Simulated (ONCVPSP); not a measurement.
# nickel (Ni): excitation energies, all-electron against ONCV

* Element: nickel
* Generator: ONCVPSP 4.0.1
* Type: optimised norm-conserving Vanderbilt (ONCV)
* Functional: PBE
* Relativity: scalar-relativistic
* Frozen core: [Ne]
* Valence charge: 18
* Reference configuration: 3s2 3p6 3d8 4s1 (charge +1)
* Partial waves: 3s+4s: rc 1.35 bohr, ncon 4, nbas 8, qcut 8.2 1/bohr, 2 projectors; 3p: rc 0.75 bohr, ncon 4, nbas 9, qcut 13.2 1/bohr, 2 projectors, debl 1 Ha; 3d: rc 1.50 bohr, ncon 3, nbas 7, qcut 12.6 1/bohr, 1 projector
* Local potential: polynomial inside 0.50 bohr (lpopt 1, dvloc0 6 Ha)
* Core correction: none

In the p channel the program set the typed energies aside and used -2.959, 0.250 Ha.

Energies are relative to the spin-unpolarised reference configuration 3s2 3p6 3d8 4s1; without spin polarisation the order of configurations can differ from experiment.

| valence configuration | charge | ΔE all-electron (eV) | error AE − PS (meV) |
| --- | --- | --- | --- |
| 3s2 3p6 3d8 4s0 | +2 | 17.351 | +0.9 |
| 3s2 3p6 3d7 4s0 | +3 | 54.817 | -6.3 |
| 3s2 3p6 3d6 4s0 | +4 | 112.374 | +145 |

Task: What are ΔE and the potential's error for 3s2 3p6 3d8 4s2?

Result: ΔE = -9.323 eV all-electron; the error (AE − PS) is +2.3 meV.
